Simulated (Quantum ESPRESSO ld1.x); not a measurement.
All-electron atom: V in [Ar] 3d2 4p3 (not the ground configuration). Method: Dirac Kohn-Sham, PBE, spin-unpolarised, spherical densities, point nucleus; open shells fill j = l - 1/2 first; computed with ld1.x of Quantum ESPRESSO 7.5.

Normalised radial functions P(r) = r R(r) (large component), r in bohr:

| r | 3p3/2 | 3d3/2 | 4p3/2 |
|---|---|---|---|
| 0.008639 | 0.0094 | 0.0001 | 0.0024 |
| 0.01134 | 0.0157 | 0.0001 | 0.0040 |
| 0.015 | 0.0262 | 0.0003 | 0.0067 |
| 0.01969 | 0.0428 | 0.0006 | 0.0110 |
| 0.02585 | 0.0686 | 0.0013 | 0.0176 |
| 0.0342 | 0.1090 | 0.0028 | 0.0280 |
| 0.04489 | 0.1661 | 0.0059 | 0.0426 |
| 0.0594 | 0.2465 | 0.0122 | 0.0632 |
| 0.07797 | 0.3439 | 0.0242 | 0.0880 |
| 0.1023 | 0.4489 | 0.0466 | 0.1146 |
| 0.1354 | 0.5361 | 0.0875 | 0.1362 |
| 0.1777 | 0.5537 | 0.1537 | 0.1392 |
| 0.2333 | 0.4488 | 0.2542 | 0.1097 |
| 0.3087 | 0.1723 | 0.3967 | 0.0351 |
| 0.4052 | -0.2399 | 0.5628 | -0.0729 |
| 0.5361 | -0.7002 | 0.7328 | -0.1852 |
| 0.7036 | -1.0153 | 0.8528 | -0.2402 |
| 0.9236 | -1.0635 | 0.8789 | -0.1908 |
| 1.222 | -0.8403 | 0.7893 | -0.0226 |
| 1.604 | -0.5074 | 0.6164 | 0.2061 |
| 2.122 | -0.2206 | 0.4078 | 0.4249 |
| 2.786 | -0.0692 | 0.2317 | 0.5498 |
| 3.656 | -0.0141 | 0.1067 | 0.5390 |
| 4.838 | -0.0015 | 0.0355 | 0.3999 |
| 6.35 | -0.0001 | 0.0083 | 0.2253 |
| 8.335 | 0.0000 | 0.0012 | 0.0941 |
| 11.03 | 0.0000 | 0.0001 | 0.0257 |

3p3/2: eigenvalue -52.574 eV, 1 radial node at r = 0.349 bohr, <r> = 1.00 bohr, 90 % of the charge inside 1.53 bohr. 3d3/2: eigenvalue -12.947 eV, 0 radial nodes, <r> = 1.24 bohr, 90 % of the charge inside 2.10 bohr. 4p3/2: eigenvalue -3.543 eV, 2 radial nodes at r = 0.340, 1.26 bohr, <r> = 3.77 bohr, 90 % of the charge inside 5.71 bohr.
